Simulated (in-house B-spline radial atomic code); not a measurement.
Values are calculated unless marked as measured or tabulated.
**Building a PAW f channel for Hf, r_c = 1.12 bohr**

Hf, [Xe] 4f14 5d2 6s2, non-relativistic PBE (a model for so heavy an element), spherical and spin-unpolarised, from a B-spline radial code for spherical atoms (atomic units; all potentials screened as in the neutral atom).

Two all-electron partial waves φ1, φ2 are integrated outwards at E1 = ε(4f) = -0.862687 and E2 = E1 + 1.5 hartree; φ1 is the bound orbital and φ2 has unit norm inside r_c = 1.1239 bohr. Smooth partners are polynomials, r^4(a0 + a1 r² + a2 r⁴ + a3 r⁶), matched to φ and three derivatives at r_c, with no condition on the norm. The local potential is -33.9185 + (65.2566) r² + (-53.059) r⁴ + (15.9368) r⁶ inside 0.9201 bohr and the all-electron one outside.

```tsv
wave	φ(r_c)	φ'(r_c)	a0	a1	a2	a3
1	0.5410305	-0.8661419	5.962247	-10.34795	6.427689	-1.393183
2	0.6368663	3.615299	-4.872396	10.41858	-6.881922	1.534092
```

Inside r_c the overlaps are <φi φj> = [[0.90884, -0.83587], [-0.83587, 1.00000]] and, for the smooth waves, [[0.20933, -0.01902], [-0.01902, 0.05026]]. With χj = (Ej − T − V_local) applied to smooth wave j, the program's quadrature gives the matrix B_ij = <smooth i, χj> as [[-0.92665, 1.36160], [0.13633, -0.29078]].

Check the match of the first wave, and find the augmentation charges q_ij.

At r_c the four terms are 9.51307, -20.85549, 16.36350, -4.48007, which sum to 0.5410, φ1(r_c) to rounding. q_ij is the all-electron overlap less the smooth one: [[0.69951, -0.81684], [-0.81684, 0.94974]]. The smooth first wave has a norm of 0.2093 inside r_c against 0.9088, and q11 > 0 puts back the missing charge.

B isn't symmetric. Show that D_ij = B_ij + Ej q_ij is.

Integrating by parts gives B12 − B21 = (E1 − E2) q12: 1.36160 − (0.13633) = 1.22527, and −1.5 × (-0.81684) = 1.22527. So D12 = 1.36160 + (0.637313)(-0.81684) = 0.84102 and D21 = 0.13633 + (-0.862687)(-0.81684) = 0.84101; D11 = -1.53010, D22 = 0.31450. The projectors, p = (B⁻¹)ᵀ χ, are dual to the smooth waves; det B = 0.084.

Solving (T + V_local + Σ p D p) ψ = E (1 + Σ p q p) ψ in a sphere of 9 bohr gives these levels:

```csv
all-electron,one projector,two projectors
-0.862687,-0.862681,-0.862681
0.187428,0.187841,0.187428
0.463345,0.467545,0.463345
0.860014,0.877717,0.860015
1.373710,1.419230,1.373750
```

What does the second projector gain?

With one projector the errors are +0.01, +0.41, +4.20, +17.70, +45.52 millihartree. With two the errors are +0.01, 0.00, 0.00, 0.00, +0.04 millihartree. The scattering is exact at E1 and at E2 = 0.637, and over all levels compared the largest error is 0.04 millihartree. The lowest eigenvalue of the overlap operator is 1 with one and 0.9738 with two projectors. The smooth orbital alone needs a cutoff of 89.2 hartree for 1 millihartree of kinetic energy, against 156 for a norm-conserving Troullier-Martins orbital of the same radius; part of the gain comes from giving up the norm, part from the simpler form.
